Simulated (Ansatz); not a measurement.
A run for Ansatz (a program for electronic structure): R-CAM-B3LYP/def2-TZVPP on C2H4FIn (SMILES C=[CH][InH][F]). Elements past Kr take the def2 small-core potentials; no spin–orbit coupling.

Ansatz 0.2 input:
```yaml
crystal:
  periodic: [false, false, false]
  atoms:
    - {symbol: C, position_ang: [-1.28771552, 0.55525349, 0.02139968]}
    - {symbol: C, position_ang: [-0.62032192, -0.58545701, 0.18326063]}
    - {symbol: In, position_ang: [1.45972510, -0.51027387, 0.61085328]}
    - {symbol: F, position_ang: [1.89647207, 1.42823772, 0.65812518]}
    - {symbol: H, position_ang: [-0.80166034, 1.52141735, 0.10032336]}
    - {symbol: H, position_ang: [-2.35247132, 0.56843646, -0.19760090]}
    - {symbol: H, position_ang: [-1.14480248, -1.53139788, 0.09544502]}
    - {symbol: H, position_ang: [2.85077442, -1.44621624, 0.91888857]}
basis:
  gaussian:
    orbitals: def2-TZVPP
hamiltonian:
  xc: {name: CAM-B3LYP}
scf: {lower_state_search: off}
```

Question: Predict the final total energy.

Answer: -368.5706 hartree.

Question: How many basis functions does it have, and what does it roughly cost on one machine?

Answer: 199 functions; about 7 core-seconds (a rough figure).
